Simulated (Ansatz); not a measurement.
## Which method gave which barrier?

Saddle point of Si2NH8Cl, closed shell (Si₂NH₇ ([NH2][SiH2][SiH3]) + HCl → SiNH₄Cl ([NH2][SiH2][Cl]) + SiH₄; bonds formed: Si1–Cl7, Si2–H6; bonds broken: Si1–Si2, H6–Cl7), PBE0-D4/def2-TZVP structure:

```xyz
12
angstrom
Si -0.7942 0.1713 -0.4415
Si 0.7833 -1.3011 0.9516
H -0.7195 -1.0902 -1.2526
H -2.1047 0.2109 0.2233
N -0.2508 1.3436 -1.5178
H 0.1681 0.3350 1.0155
Cl -0.1942 1.9687 1.4514
H 1.4476 -1.0553 2.2552
H -0.2043 -2.4014 1.0581
H 1.7802 -1.5537 -0.1152
H 0.1342 1.0911 -2.4119
H -0.0460 2.2810 -1.2158
```

Ansatz 0.2.0; basis: def2-TZVPP, with def2-QZVPP for the basis limit; cores frozen in the correlated methods. B3LYP uses VWN-RPA correlation. Extrapolation: Hartree–Fock as exp(−7.88 √X), correlation as X^−2.97. Four methods, as single points on the PBE0-D4 structures, gave these electronic barriers from the start structure: 22.53, 28.24, 32.32, 43.25 kcal/mol.

Problem. The methods were, in alphabetical order, B3LYP-D4, BHLYP-D4, HF, PBE-D4. Which gave which? (Judge from chemistry; the calculation decides.)

Solution. Computed: PBE-D4 22.53; B3LYP-D4 28.24; BHLYP-D4 32.32; HF 43.25 kcal/mol. For comparison, CCSD(T) at an estimated basis limit (MP2 extrapolated from triple and quadruple zeta, plus CCSD(T) − MP2 in triple zeta) gives 29.80 kcal/mol.

T1 diagnostic: at most 0.014.

Labels in which every atom is bracketed show which atoms are joined, not bond orders.

For scale, one of the runs: CCSD(T)/def2-TZVPP, 269 basis functions, launched by `ansatz run in.yaml --threads 4 --pin off --events-out ev --progress --plain --max-ram 9574MiB`. The run took 2.7 min on 4 CPU threads of an Arm Neoverse V1 (shared host), with 6.3 GiB of host memory at its peak.
